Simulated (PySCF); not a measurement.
Ga(Cl)(OMe)(NH2) (CH₅ClGaNO), SMILES C[O][Ga]([Cl])[NH2].

Geometry optimised at r2SCAN-D4/def2-SVP. The structure was generated by enumeration; whether it is a known compound was not checked. Other conformers were not sampled.

All values below come from r2SCAN-D4/def2-SVP (PySCF).

Frequencies are harmonic and unscaled.

```
mode  ν (cm⁻¹)  IR (km/mol)  Raman (Å⁴/amu)  depolarisation    moving atoms (share of kinetic energy)
----  --------  -----------  --------------  --------------  ----------------------------------------
1           35          1.2             0.1            0.44                                    H 95 %
2           76          1.4             0.1            0.14  C 24 %, O 21 %, H 20 %, Ga 16 %, Cl 13 %
3           95          1.9             1.4            0.73  C 31 %, H 21 %, Ga 16 %, Cl 16 %, N 14 %
4          139         13.9             1.8            0.72          N 38 %, Cl 21 %, H 19 %, Ga 13 %
5          149        124.3             1.5            0.39           N 31 %, H 25 %, O 23 %, Ga 18 %
6          212         41.9             0.3            0.13                   H 66 %, Ga 18 %, O 11 %
7          252         10.6             1.9            0.29    O 36 %, C 26 %, H 17 %, Cl 9 %, Ga 9 %
8          351          7.9             0.1            0.60                                    H 96 %
9          430         48.9             7.1            0.18                          Cl 66 %, Ga 26 %
10         634         34.5            13.5            0.13                   O 57 %, Ga 17 %, C 11 %
11         729         74.3             2.2            0.26                            H 72 %, N 23 %
12         740         68.2             7.5            0.31                   N 57 %, Ga 21 %, H 20 %
13        1118        222.6             2.4            0.59                    O 48 %, C 41 %, H 11 %
14        1170          0.2             2.4            0.73                            H 77 %, C 19 %
15        1193         21.8             2.5            0.10                    H 67 %, C 21 %, O 12 %
16        1466          4.0            14.6            0.68                                    H 93 %
17        1473         22.7            17.0            0.69                                    H 92 %
18        1476          9.2            21.8            0.75                                    H 96 %
19        1509         29.0             2.8            0.72                            H 90 %, N 10 %
20        2963        100.5           151.9            0.01                                    H 97 %
21        3036         58.2            85.0            0.71                            H 90 %, C 10 %
22        3088         34.9           154.1            0.54                             H 91 %, C 9 %
23        3592         35.5           148.8            0.10                                    H 96 %
24        3706         43.0            86.8            0.75                             H 91 %, N 9 %
```
